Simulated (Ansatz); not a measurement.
C5H7FO2 (SMILES C=C(F)C(=O)OCC), singlet, at a GFN2-xTB geometry; Ansatz (an electronic-structure program) with SVWN5/STO-3G.

Ansatz was given this input:
Ansatz 0.2 input:
```yaml
crystal:
  periodic: [false, false, false]
  atoms:
    - {symbol: C, position_ang: [2.81484351, 0.10214238, 0.20729221]}
    - {symbol: C, position_ang: [1.57603227, 0.33824942, -0.19638991]}
    - {symbol: F, position_ang: [1.31769639, 1.20613037, -1.19065490]}
    - {symbol: C, position_ang: [0.37459893, -0.31786650, 0.39606849]}
    - {symbol: O, position_ang: [0.43945284, -1.11979645, 1.29496247]}
    - {symbol: O, position_ang: [-0.74744258, 0.08674685, -0.18163158]}
    - {symbol: C, position_ang: [-1.96191225, -0.48166286, 0.31183832]}
    - {symbol: C, position_ang: [-3.11708435, 0.10709106, -0.47434626]}
    - {symbol: H, position_ang: [2.97996800, -0.59826716, 1.00475553]}
    - {symbol: H, position_ang: [3.66018044, 0.59226715, -0.24122343]}
    - {symbol: H, position_ang: [-1.91089698, -1.57044941, 0.19851780]}
    - {symbol: H, position_ang: [-2.04567103, -0.25597186, 1.38092592]}
    - {symbol: H, position_ang: [-3.13956817, 1.18668293, -0.35415745]}
    - {symbol: H, position_ang: [-3.00546371, -0.12126394, -1.53069104]}
    - {symbol: H, position_ang: [-4.05276683, -0.31149520, -0.11565748]}
basis:
  gaussian:
    orbitals: STO-3G
hamiltonian:
  xc: {name: SVWN5}
```

The log (banner, timings and long lists left out):

```
Functional definition: SVWN5
678 factors; integrals over basis functions are off by at most 3.8e-5 eV
mean field evaluation 1: about -11848.9512 eV, gradient 3.4e1 eV
mean field evaluation 2: about -11818.7674 eV, gradient 1.2e2 eV
mean field evaluation 4: about -11852.0594 eV, gradient 9.0e0 eV
mean field evaluation 8: about -11852.0921 eV, gradient 2.8e-1 eV
mean field evaluation 16: about -11852.0924 eV, gradient 4.0e-5 eV
mean field -11852.09239459 eV, -435.5563618643 hartree, gradient 4.0e-5 eV, S^2 0.000000; 0 other end points of the search recorded, 0 dependent functions left out
reference -11852.09242101 eV, -435.5563628352 hartree; 31, 31 occupied and 16, 16 virtual orbitals, 678 factors
Total energy: -11852.09242101 eV, -435.5563628352 hartree
```
